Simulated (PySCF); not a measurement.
C5H4F2O, SMILES C1(=C)OC=C(F)[C@H]1F. Heavy atoms are numbered as in [CH2:1]=[C:2]1[O:3][CH:4]=[C:5]([F:6])[C@H:7]1[F:8]. Hydrogens are named by the atom that carries them.

Coordinates come from a PBE-D3(BJ)/def2-SVP optimisation. The structure was generated by enumeration; whether it is a known compound was not checked. Other conformers were not sampled.

Method: PBE/def2-TZVP run with PySCF.

ESP charges are fitted to the potential on shells at 1.4 to 2.0 van der Waals radii. Atomic charges (e), one atom of each kind:

```csv
atom,ESP fit,Mulliken
C1 (CH2),-0.59,-0.30
C2,0.22,0.14
O3,-0.18,-0.18
C4 (CH),-0.12,-0.04
C5,0.04,0.11
F6,-0.12,-0.15
C7 (CH),0.24,0.09
F8,-0.22,-0.19
H on C1,0.25,0.14
H on C4,0.20,0.14
H on C7,0.05,0.09
```

Computed Mayer and Wiberg (Löwdin basis) orders of the bonds:
```json
[
 {"bond": "C1–C2", "Mayer": "1.79", "Wiberg": "2.05"},
 {"bond": "C2–O3", "Mayer": "1.05", "Wiberg": "1.44"},
 {"bond": "O3–C4", "Mayer": "1.05", "Wiberg": "1.50"},
 {"bond": "C4–C5", "Mayer": "1.72", "Wiberg": "1.86"},
 {"bond": "C5–F6", "Mayer": "1.12", "Wiberg": "1.77"},
 {"bond": "C2–C7", "Mayer": "0.95", "Wiberg": "1.08"},
 {"bond": "C5–C7", "Mayer": "1.06", "Wiberg": "1.15"},
 {"bond": "C7–F8", "Mayer": "1.06", "Wiberg": "1.60"}
]
```
